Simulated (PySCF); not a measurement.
HOMO–LUMO gap of the Kohn–Sham levels of molecules with a metal or metalloid centre, at PBE and at CAM-B3LYP.

Values in eV, from PySCF. Where two bases are given, the first is that of PBE. CAM-B3LYP is a level with its own limits.

```
system                                      basis   PBE  CAM-B3LYP  PBE − CAM-B3LYP
--------------------------------------  ---------  ----  ---------  ---------------
Ge(OH)4 singlet                         def2-TZVP  6.15      11.31            -5.16
O[Si](O)(O)O[SiH](Cl)Cl singlet         def2-TZVP  6.84      11.47            -4.63
Ge(NH2)2 singlet                        def2-TZVP  4.25       8.60            -4.35
CB(C)N[Si](C)(O)O singlet                def2-SVP  6.45      11.29            -4.84
F[SiH](F)O[Si](F)(F)F singlet           def2-TZVP  8.64      13.79            -5.14
Ge(CF3)2(Me)2 singlet                    def2-SVP  7.21      12.03            -4.81
CB(C)[Si](C)(C)O singlet                 def2-SVP  3.47       8.29            -4.82
Sn(F)(Cl)(Et)2 singlet                   def2-SVP  4.30       8.58            -4.27
Zn(Br)(iPr) singlet                     def2-TZVP  5.00       9.03            -4.03
F[SiH2]/C=C/[SiH](F)F singlet           def2-TZVP  4.91       9.54            -4.63
Zn(OMe)(SeH) singlet                    def2-TZVP  4.11       8.24            -4.13
CO[Si](C)(OC)[S][Al]([OH])[OH] singlet   def2-SVP  4.85       9.21            -4.37
Se(H)(NH2) singlet                      def2-TZVP  4.24       8.72            -4.48
Be(Me)(SiH3) singlet                    def2-TZVP  4.80       9.10            -4.30
B(H)(Me)2(MeCN) singlet                 def2-TZVP  4.63       9.19            -4.56
Si(Vi)2(NH2)2 singlet                    def2-SVP  4.27       9.38            -5.12
Al(Cl)(iPr)2 singlet                     def2-SVP  4.05       8.31            -4.26
B(CCH)2(H) singlet                      def2-TZVP  3.41       7.98            -4.57
Al(Et)(Vi)2 singlet                      def2-SVP  3.79       8.28            -4.50
Si(F)(Et)(Vi)2 singlet                   def2-SVP  4.98       9.70            -4.72
Si(H)(Cl)2(Et) singlet                  def2-TZVP  6.70      11.42            -4.71
C[Si](C)(C)[SiH2][SiH2]Cl singlet        def2-SVP  5.44       9.76            -4.32
Mg(H)(Et) singlet                       def2-TZVP  4.22       8.11            -3.88
In(Me)(Et)(OMe) singlet                  def2-SVP  3.77       7.90            -4.13
```

The mean difference from CAM-B3LYP is -4.53 eV (median -4.53) and the mean absolute one 4.53 eV (median 4.53); PBE lies above in 0 and below in 24 of 24 cases. It is closest for Mg(H)(Et) singlet (-3.88), Zn(Br)(iPr) singlet (-4.03), Zn(OMe)(SeH) singlet (-4.13) and furthest off for Ge(OH)4 singlet (-5.16), F[SiH](F)O[Si](F)(F)F singlet (-5.14), Si(Vi)2(NH2)2 singlet (-5.12).
